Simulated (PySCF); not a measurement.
**Potential energy of YS along the bond**

Set-up: Y x2c-TZVPPall, S x2c-TZVPPall; spin-free X2C with a Gaussian nucleus (PySCF 2.14). Energies in eV from Y (4d1 5s2) + S in their ground configurations at the same level. State: ²Σ⁺ (doublet), unpaired electrons σ ↑.

All columns are PBE0. A positive dipole means Y(−)S(+).

```json
{"R (Å)": "1.950", "E (eV)": "-3.910", "μ (D)": "-4.49", "Mulliken charge on Y (basis-dependent)": "0.37", "HOMO (eV)": "-4.39", "LUMO (eV)": "-2.21", "Mayer bond order": "2.55", "⟨S²⟩": "0.75"}
{"R (Å)": "2.041", "E (eV)": "-4.798", "μ (D)": "-5.04", "Mulliken charge on Y (basis-dependent)": "0.37", "HOMO (eV)": "-4.53", "LUMO (eV)": "-2.34", "Mayer bond order": "2.52", "⟨S²⟩": "0.75"}
{"R (Å)": "2.132", "E (eV)": "-5.292", "μ (D)": "-5.56", "Mulliken charge on Y (basis-dependent)": "0.36", "HOMO (eV)": "-4.67", "LUMO (eV)": "-2.47", "Mayer bond order": "2.49", "⟨S²⟩": "0.75"}
{"R (Å)": "2.200", "E (eV)": "-5.467", "μ (D)": "-5.93", "Mulliken charge on Y (basis-dependent)": "0.35", "HOMO (eV)": "-4.77", "LUMO (eV)": "-2.56", "Mayer bond order": "2.48", "⟨S²⟩": "0.75"}
{"R (Å)": "2.268", "E (eV)": "-5.513", "μ (D)": "-6.30", "Mulliken charge on Y (basis-dependent)": "0.35", "HOMO (eV)": "-4.87", "LUMO (eV)": "-2.66", "Mayer bond order": "2.46", "⟨S²⟩": "0.75"}
{"R (Å)": "2.336", "E (eV)": "-5.458", "μ (D)": "-6.65", "Mulliken charge on Y (basis-dependent)": "0.35", "HOMO (eV)": "-4.96", "LUMO (eV)": "-2.75", "Mayer bond order": "2.45", "⟨S²⟩": "0.75"}
{"R (Å)": "2.427", "E (eV)": "-5.268", "μ (D)": "-7.10", "Mulliken charge on Y (basis-dependent)": "0.36", "HOMO (eV)": "-5.07", "LUMO (eV)": "-2.87", "Mayer bond order": "2.43", "⟨S²⟩": "0.75"}
{"R (Å)": "2.540", "E (eV)": "-4.901", "μ (D)": "-7.62", "Mulliken charge on Y (basis-dependent)": "0.37", "HOMO (eV)": "-5.20", "LUMO (eV)": "-3.00", "Mayer bond order": "2.40", "⟨S²⟩": "0.75"}
{"R (Å)": "2.676", "E (eV)": "-4.350", "μ (D)": "-8.19", "Mulliken charge on Y (basis-dependent)": "0.39", "HOMO (eV)": "-5.33", "LUMO (eV)": "-3.15", "Mayer bond order": "2.36", "⟨S²⟩": "0.76"}
{"R (Å)": "2.858", "E (eV)": "-3.543", "μ (D)": "-8.80", "Mulliken charge on Y (basis-dependent)": "0.42", "HOMO (eV)": "-5.34", "LUMO (eV)": "-3.32", "Mayer bond order": "2.30", "⟨S²⟩": "0.77"}
```

A fit through these points gives, at Re = 2.262 Å, μ = -6.27 D and dμ/dR = -5.27 D/Å; the reduced mass is 23.52 u.

How strong is the fundamental in the double-harmonic approximation, I = 42.26·(dμ/dR)²/μred km/mol?

I = 42.26·(-5.27)²/23.52 = 49.9 km/mol at PBE0.

The metal atom is held in its measured ground configuration; semilocal functionals can put another filling of s and d lower by some tenths of an eV, and De to that atom would be smaller. These are scalar-relativistic numbers at best; spin–orbit coupling would shift them, the dissociation energy most. The state is the lowest single determinant that the PBE0 search found; with open d or f shells the true ground state can be another one.
